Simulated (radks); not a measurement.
Species: Pt13+. Configuration: [Kr] 4d10 4f14 5s2 5p3.

All-electron calculation, Dirac Kohn-Sham, PBE, spin-unpolarised, spherical densities, finite nucleus; open shells fill j = l - 1/2 first; Fermi nuclear charge, rms radius 5.427 fm. Program: a radial shooting solver on a logarithmic mesh with Libxc functionals.

Energy parts (hartree):
part                       energy
total                 -18390.1684
kinetic                21035.9875
electron-nucleus      -45629.2107
Hartree                 6551.2572
exchange-correlation    -348.2024

Orbitals (lengths in bohr, moments of r in powers of bohr; <r^-3> diverges for s and p1/2; r(max) is where P^2 peaks):
| orbital | occ. | eigenvalue (hartree) | <1/r> | r(max) | <r^-3> |
|---|---|---|---|---|---|
| 1s1/2 | 2 | -2885.860 | 93.89 | 0.01062 | - |
| 2s1/2 | 2 | -514.2959 | 23.04 | 0.06144 | - |
| 2p1/2 | 2 | -493.4701 | 23.00 | 0.04532 | - |
| 2p3/2 | 4 | -429.9225 | 18.86 | 0.05258 | 19620 |
| 3s1/2 | 2 | -127.7775 | 8.460 | 0.1728 | - |
| 3p1/2 | 2 | -118.3976 | 8.376 | 0.1614 | - |
| 3p3/2 | 4 | -104.4181 | 7.299 | 0.1762 | 4540 |
| 3d3/2 | 4 | -88.75638 | 7.196 | 0.1373 | 791.8 |
| 3d5/2 | 6 | -85.74061 | 6.949 | 0.1414 | 660.1 |
| 4s1/2 | 2 | -34.54949 | 3.578 | 0.3901 | - |
| 4p1/2 | 2 | -30.55858 | 3.470 | 0.3885 | - |
| 4p3/2 | 4 | -27.21853 | 3.098 | 0.4190 | 1088 |
| 4d3/2 | 4 | -20.66423 | 2.897 | 0.4123 | 169.9 |
| 4d5/2 | 6 | -20.03973 | 2.811 | 0.4217 | 138.6 |
| 4f5/2 | 6 | -11.62988 | 2.454 | 0.3805 | 28.99 |
| 4f7/2 | 8 | -11.49766 | 2.422 | 0.3850 | 27.62 |
| 5s1/2 | 2 | -12.20657 | 1.545 | 0.8449 | - |
| 5p1/2 | 2 | -10.80077 | 1.453 | 0.8821 | - |
| 5p3/2 | 1 | -10.07640 | 1.339 | 0.9445 | 240.3 |

The highest occupied level is 5p3/2 at -274.19 eV. The density falls to 0.001 e/bohr^3 at r = 2.04 bohr. The electron density at the nucleus is 1.975e+06 e/bohr^3. Summed over all electrons, <r^2> = 13.96 bohr^2, which gives a Langevin (diamagnetic) susceptibility term of -11.1 x 10^-6 cm^3/mol. For comparison, the ionisation energy in NIST's Atomic Spectra Database is 293 eV (theoretical). In exact Kohn-Sham theory the highest level is minus the ionisation energy, but local and semilocal functionals leave it too shallow, through self-interaction and a potential that decays too fast; potentials with the right tail come closer.

Beside tabulated values, note that spin-unpolarised runs miss the spin-polarisation part of the exchange energy of open shells.
